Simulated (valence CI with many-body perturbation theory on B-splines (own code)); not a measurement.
**Level structure of W⁶⁸⁺**

Calculated by valence CI with perturbative core correlation (CI+MBPT): four valence electrons over a frozen Dirac-Fock core [He], radial functions for each j: 9 s, 9 p, 8 d, 6 f, 3 g, 1 h, with the one-electron correlation potential Σ1 (screened to all orders), the two-electron term Σ2, the three-electron term Σ3, Breit, model QED; selected single and double excitations, second order for the rest, scaled by the run's own slope (own B-spline code, finite nucleus).

The last digits are not significant, and no measured levels were compared; by estimate large intervals hold to a few tenths of a per cent, small ones and those within an open d or f shell to about a per cent.

Levels 1 to 40 of 40, with energies above the lowest level, (2s^2 2p1/2^2) J=0. "Leading %" is the weight of the configuration and term that name the level; weights of strongly mixed levels are sums over their largest components and can fall short, so below about 35 % the name and the second component can differ from the true leading terms, or belong to a minority configuration. In the jj column 3d3/2^4 stands for four electrons in 3d with j = 3/2. Lifetimes count E1, E2, E3, M1 and M2 decay at the calculated energies, and are blank where another channel may lead or the interval is too uncertain; long ones can be off by a factor of two.

| No. | Configuration | Term | J | E (eV) | Leading % | Lifetime | g | Second component | Leading jj |
| --- | --- | --- | --- | --- | --- | --- | --- | --- | --- |
| 1 | 2s²2p² | ³P | 0 | 0 | 68 |  |  | 32 % 2s²2p² ¹S | 2s^2 2p1/2^2 (100 %) |
| 2 | 2s²2p² | ³P | 1 | 1411 | 100 | 58.0 ps | 1.468 |  | 2s^2 2p1/2 2p3/2 (100 %) |
| 3 | 2s²2p² | ¹D | 2 | 1430 | 65 | 11.0 ns | 1.134 | 35 % 2s²2p² ³P | 2s^2 2p1/2 2p3/2 (100 %) |
| 4 | 2s2p³ | ³P° | 2 | 1714 | 48 | 30.1 ps | 1.491 | 26 % 2s2p³ ⁵S° | 2s 2p1/2^2 2p3/2 (100 %) |
| 5 | 2s2p³ | ³D° | 1 | 1802 | 31 | 79.4 fs | 1.111 | 31 % 2s2p³ ¹P° | 2s 2p1/2^2 2p3/2 (100 %) |
| 6 | 2s²2p² | ³P | 2 | 2865 | 65 | 13.6 ps | 1.291 | 34 % 2s²2p² ¹D | 2s^2 2p3/2^2 (99 %) |
| 7 | 2s²2p² | ¹S | 0 | 2928 | 68 | 12.2 ps |  | 32 % 2s²2p² ³P | 2s^2 2p3/2^2 (99 %) |
| 8 | 2s2p³ | ⁵S° | 2 | 3096 | 50 | 342 fs | 1.546 | 46 % 2s2p³ ³D° | 2s 2p1/2 2p3/2^2 (100 %) |
| 9 | 2s2p³ | ³D° | 3 | 3141 | 100 | 361 fs | 1.293 |  | 2s 2p1/2 2p3/2^2 (100 %) |
| 10 | 2s2p³ | ³P° | 0 | 3204 | 100 | 101 fs |  |  | 2s 2p1/2 2p3/2^2 (100 %) |
| 11 | 2s2p³ | ³S° | 1 | 3226 | 53 | 51.4 fs | 1.298 | 43 % 2s2p³ ³D° | 2s 2p1/2 2p3/2^2 (100 %) |
| 12 | 2s2p³ | ¹D° | 2 | 3236 | 74 | 52.7 fs | 1.045 | 21 % 2s2p³ ³D° | 2s 2p1/2 2p3/2^2 (100 %) |
| 13 | 2s2p³ | ³P° | 1 | 3240 | 64 | 89.8 fs | 1.293 | 33 % 2s2p³ ¹P° | 2s 2p1/2 2p3/2^2 (100 %) |
| 14 | 2p⁴ | ³P | 2 | 3555 | 67 | 54.9 fs | 1.304 | 32 % 2p⁴ ¹D | 2p1/2^2 2p3/2^2 (99 %) |
| 15 | 2p⁴ | ¹S | 0 | 3621 | 64 | 49.5 fs |  | 35 % 2p⁴ ³P | 2p1/2^2 2p3/2^2 (99 %) |
| 16 | 2s2p³ | ³P° | 2 | 4611 | 51 | 107 fs | 1.434 | 19 % 2s2p³ ⁵S° | 2s 2p3/2^3 (100 %) |
| 17 | 2s2p³ | ¹P° | 1 | 4697 | 36 | 42.4 fs | 1.154 | 25 % 2s2p³ ³D° | 2s 2p3/2^3 (100 %) |
| 18 | 2p⁴ | ³P | 1 | 4983 | 100 | 35.0 fs | 1.468 |  | 2p1/2 2p3/2^3 (100 %) |
| 19 | 2p⁴ | ¹D | 2 | 5001 | 68 | 36.1 fs | 1.121 | 32 % 2p⁴ ³P | 2p1/2 2p3/2^3 (100 %) |
| 20 | 2p⁴ | ³P | 0 | 6465 | 65 | 26.4 fs |  | 35 % 2p⁴ ¹S | 2p3/2^4 (100 %) |
| 21 | 2s²2p3s | ³P° | 0 | 10407 | 100 | 4.35 fs |  |  | 2s^2 2p1/2 3s (100 %) |
| 22 | 2s²2p3s | ³P° | 1 | 10411 | 67 | 3.58 fs | 1.300 | 33 % 2s²2p3s ¹P° | 2s^2 2p1/2 3s (100 %) |
| 23 | 2s²2p3p | ³D | 1 | 10496 | 74 | 284 fs | 0.632 | 22 % 2s²2p3p ¹P | 2s^2 2p1/2 3p1/2 (100 %) |
| 24 | 2s²2p3p | ³P | 0 | 10544 | 67 | 150 fs |  | 32 % 2s²2p3p ¹S | 2s^2 2p1/2 3p1/2 (99 %) |
| 25 | 2s2p²3s | ⁵P | 1 | 10683 | 41 | 4.38 fs | 2.000 | 31 % 2s2p²3s ³S | 2s 2p1/2^2 3s (99 %) |
| 26 | 2s2p²3s | ³P | 0 | 10722 | 68 | 4.69 fs |  | 31 % 2s2p²3s ¹S | 2s 2p1/2^2 3s (99 %) |
| 27 | 2s2p²3p | ³P° | 1 | 10780 | 33 | 1.83 fs | 1.337 | 21 % 2s2p²3p ⁵D° | 2s 2p1/2^2 3p1/2 (99 %) |
| 28 | 2s2p²3p | ³P° | 0 | 10781 | 52 | 167 fs |  | 41 % 2s2p²3p ⁵D° | 2s 2p1/2^2 3p1/2 (99 %) |
| 29 | 2s²2p3p | ³D | 2 | 10936 | 52 | 185 fs | 1.144 | 32 % 2s²2p3p ¹D | 2s^2 2p1/2 3p3/2 (100 %) |
| 30 | 2s²2p3p | ³P | 1 | 10937 | 48 | 215 fs | 1.497 | 30 % 2s²2p3p ³S | 2s^2 2p1/2 3p3/2 (99 %) |
| 31 | 2s²2p3d | ³F° | 2 | 11001 | 75 | 3.74 fs | 0.741 | 20 % 2s²2p3d ¹D° | 2s^2 2p1/2 3d3/2 (100 %) |
| 32 | 2s²2p3d | ³D° | 1 | 11028 | 50 | 459 as | 0.826 | 32 % 2s²2p3d ¹P° | 2s^2 2p1/2 3d3/2 (99 %) |
| 33 | 2s²2p3d | ³P° | 2 | 11125 | 47 | 650 as | 1.283 | 35 % 2s²2p3d ³D° | 2s^2 2p1/2 3d5/2 (98 %) |
| 34 | 2s²2p3d | ³F° | 3 | 11130 | 46 | 662 as | 1.092 | 32 % 2s²2p3d ¹F° | 2s^2 2p1/2 3d5/2 (100 %) |
| 35 | 2s2p²3p | ³P° | 2 | 11215 | 36 | 26.4 fs | 1.493 | 19 % 2s2p²3p ⁵P° | 2s 2p1/2^2 3p3/2 (98 %) |
| 36 | 2s2p²3p | ³D° | 1 | 11220 | 30 | 1.87 fs | 1.138 | 21 % 2s2p²3p ¹P° | 2s 2p1/2^2 3p3/2 (99 %) |
| 37 | 2s2p²3d | ³D | 1 | 11280 | 47 | 4.17 fs | 0.470 | 35 % 2s2p²3d ⁵F | 2s 2p1/2^2 3d3/2 (100 %) |
| 38 | 2s2p²3d | ³D | 2 | 11286 | 31 | 3.45 fs | 1.108 | 16 % 2s2p²3d ⁵F | 2s 2p1/2^2 3d3/2 (99 %) |
| 39 | 2s2p²3d | ³D | 3 | 11400 | 38 | 663 as | 1.327 | 17 % 2s2p²3d ⁵D | 2s 2p1/2^2 3d5/2 (100 %) |
| 40 | 2s2p²3d | ³F | 2 | 11418 | 27 | 679 as | 1.032 | 22 % 2s2p²3d ¹D | 2s 2p1/2^2 3d5/2 (99 %) |

The ionisation energy to 2s²2p ²P°1/2 of the next ion comes out as 18419 eV (NIST: 18476 ± 4 eV (semi-empirical), further off than twice its uncertainty). All 40 levels together are meant to be complete up to 11442 eV.
